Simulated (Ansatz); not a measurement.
Consider the ligand exchange at the Si–N bond: `OC(O)N[SiH3]` + `[OH][Ge][OH]` → `[OH][Ge][O][SiH3]` + `NC(O)O`.

Calculated with Ansatz (gas phase, PBE0-D4/def2-TZVP geometries, no zero-point term in ΔE). CCSD(T)/CBS adds triple-zeta CCSD(T) − MP2 to the extrapolated MP2 energy (def2 sets, frozen cores). DFT in def2-TZVPP. B3LYP here is the variant with VWN-RPA as its local correlation; programs differ in this. For Ge outer-core shells are correlated without core-valence functions, which leaves a few kJ/mol of doubt a bond. Scalar relativity is left out up to krypton. One conformer a species, not always the lowest.

`OC(O)N[SiH3]`:

```xyz
12

O    -0.520   -1.237   -1.358
C     0.452   -0.503   -0.682
O     1.416   -0.153   -1.642
N    -0.121    0.640   -0.069
Si   -0.765    0.625    1.537
H    -0.067   -1.828   -1.968
H     0.916   -1.116    0.109
H     2.046    0.436   -1.216
H    -0.578    1.224   -0.759
H     0.242   -0.042    2.402
H    -2.063   -0.087    1.700
H    -0.958    2.039    1.946
```

`[OH][Ge][OH]`:

Cartesian coordinates in Å:
```
O -1.376 -0.005 -0.274
Ge -0.132 -1.269 -0.033
O 1.344 -0.302 0.267
H -1.114 0.918 -0.217
H 1.278 0.657 0.258
```

`[OH][Ge][O][SiH3]`:

```xyz
8

O     0.692   -1.617    2.280
Ge   -0.413   -0.290    1.872
O     0.083   -0.145    0.148
Si   -0.309    0.774   -1.153
H     1.229   -1.895    1.529
H    -0.803   -0.099   -2.249
H    -1.372    1.758   -0.806
H     0.892    1.513   -1.621
```

`NC(O)O`:

```xyz
9

N     0.688   -0.381    0.871
C    -0.306    0.087   -0.047
O    -0.275   -0.820   -1.110
O    -0.014    1.388   -0.440
H     0.618   -1.383    0.991
H     0.586    0.072    1.769
H    -1.325    0.150    0.366
H    -0.904   -0.510   -1.767
H     0.932    1.397   -0.633
```

Question: Is it downhill or uphill in electronic energy at CCSD(T)/CBS, and by how much? (An estimate is asked.)

Answer: Computed: Downhill: ΔE = -69.2 kJ/mol.

Question: What do these levels give: PBE0-D4, ωB97X-V, PBE, r2SCAN, B3LYP, HF/def2-TZVPP, MP2/def2-TZVPP, CCSD(T)/def2-TZVPP, MP2/def2-QZVPP, HF/CBS(def2), MP2/CBS(def2), CCSD/CBS(def2)? (Best estimate.)

Answer: Ansatz gave: PBE0-D4 -64.7, ωB97X-V -67.3, PBE -62.6, r2SCAN -69.0, B3LYP -70.0, HF/def2-TZVPP -80.4, MP2/def2-TZVPP -70.5, CCSD(T)/def2-TZVPP -70.7, MP2/def2-QZVPP -69.8, HF/CBS(def2) -81.3, MP2/CBS(def2) -68.9, CCSD/CBS(def2) -70.3 kJ/mol.

Largest T1 diagnostic among the species: 0.015.

In def2-TZVPP, CCSD(T) changes the Hartree–Fock value by +9.6 kJ/mol (the triples alone add +1.1 kJ/mol) and MP2 by +9.9 kJ/mol. From PBE to PBE0 (25 % exact exchange), in def2-TZVPP and without D4, ΔE moves by −3.0 kJ/mol.
